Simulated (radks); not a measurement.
Values are calculated unless marked as measured or tabulated.
Species: Se3+. Configuration: [Ar] 3d10 4s2 4p1.

Level of theory: Dirac Kohn-Sham, LDA (Slater exchange, Perdew-Wang correlation), spin-unpolarised, spherical densities, finite nucleus; open shells are shared between the two j in proportion to 2j + 1; Fermi nuclear charge, rms radius 4.14 fm (a radial shooting solver on a logarithmic mesh with Libxc functionals).

Energy parts (eV):
part                       energy
total                  -65977.104
kinetic                 67536.943
electron-nucleus      -158276.165
Hartree                 27038.020
exchange-correlation    -2275.902

Orbitals (lengths in bohr, moments of r in powers of bohr; <r^-3> diverges for s and p1/2; r(max) is where P^2 peaks):
| orbital | occ. | eigenvalue (eV) | r(max) | <r> | <1/r> | <r^-3> | small-component weight |
|---|---|---|---|---|---|---|---|
| 1s1/2 | 2 | -12516.68 | 0.02884 | 0.04414 | 34.51 | - | 1.51e-02 |
| 2s1/2 | 2 | -1640.782 | 0.1648 | 0.1960 | 7.673 | - | 2.97e-03 |
| 2p1/2 | 2 | -1477.271 | 0.1296 | 0.1686 | 7.646 | - | 2.97e-03 |
| 2p3/2 | 4 | -1435.584 | 0.1327 | 0.1724 | 7.410 | 1176 | 2.90e-03 |
| 3s1/2 | 2 | -249.1015 | 0.5028 | 0.5747 | 2.498 | - | 7.06e-04 |
| 3p1/2 | 2 | -193.1326 | 0.4945 | 0.5825 | 2.380 | - | 6.56e-04 |
| 3p3/2 | 4 | -187.2379 | 0.5032 | 0.5931 | 2.323 | 167.7 | 6.38e-04 |
| 3d3/2 | 4 | -90.2844 | 0.4492 | 0.6243 | 2.048 | 20.57 | 5.17e-04 |
| 3d5/2 | 6 | -89.3814 | 0.4519 | 0.6285 | 2.033 | 19.93 | 5.12e-04 |
| 4s1/2 | 2 | -49.6759 | 1.443 | 1.635 | 0.8131 | - | 1.20e-04 |
| 4p1/2 | 0.333333 | -37.1546 | 1.616 | 1.856 | 0.7074 | - | 9.49e-05 |
| 4p3/2 | 0.666667 | -36.5464 | 1.641 | 1.882 | 0.6961 | 17.45 | 9.28e-05 |
| 4d3/2 | 0 | -19.6886 | 2.270 | 2.630 | 0.4911 | 1.360 | 5.24e-05 |
| 4d5/2 | 0 | -19.6299 | 2.279 | 2.638 | 0.4896 | 1.330 | 5.22e-05 |
| 5s1/2 | 0 | -18.2576 | 3.445 | 3.631 | 0.3676 | - | 3.77e-05 |

The highest occupied level is 4p3/2 at -36.546 eV. Summed over all electrons, <r^2> = 18.47 bohr^2, which gives a Langevin (diamagnetic) susceptibility term of -14.6 x 10^-6 cm^3/mol.
